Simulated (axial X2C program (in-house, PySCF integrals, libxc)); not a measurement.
**Density and ELF of Br₂**

All values were computed with an in-house relativistic program for diatomic molecules. Spin-free means the one-electron spin-free X2C Hamiltonian. Basis: Br dyall-cv3z [8s9p6d4f1g] (cores contracted in-house); Gaussian nuclei, density fitting, unrestricted open shells. Masses: Br 78.918 u.

PBE0, without spin–orbit coupling, state M_S = 0, Λ = 0 (closed shell); Br at z = 0, Br at z = 2.289 Å.

The maps cover the half plane through the axis: z from -2.4 to 4.5 Å along the bond, ρ from 0.15 to 2.25 Å away from it (steps of 0.3 Å, the bottom row nearest the axis).

log10 of the density in e/bohr³:

digits 0 to 9 span -4.89 to 1.44 evenly
```
001122222222222222221100
011223333333333333332210
012233444443344444433211
112334455544444555443321
122345555555555555544321
123445666665556666554322
123455677766566776654332
123456689866667997654432
```

Electron localisation function (collinear form, no current term, damped to 0 at low density):

digits 0 to 9 span 0.00 to 1.00 evenly
```
000000121100000111100000
000012444310001344320000
000124677520014677642000
000146788751026888753100
000257888863247888863100
000257875665456567864100
000246413136552232663100
000145172715742744353100
```

One determinant describes the state; a PBE0 search over occupations chose it and may have missed a lower one.
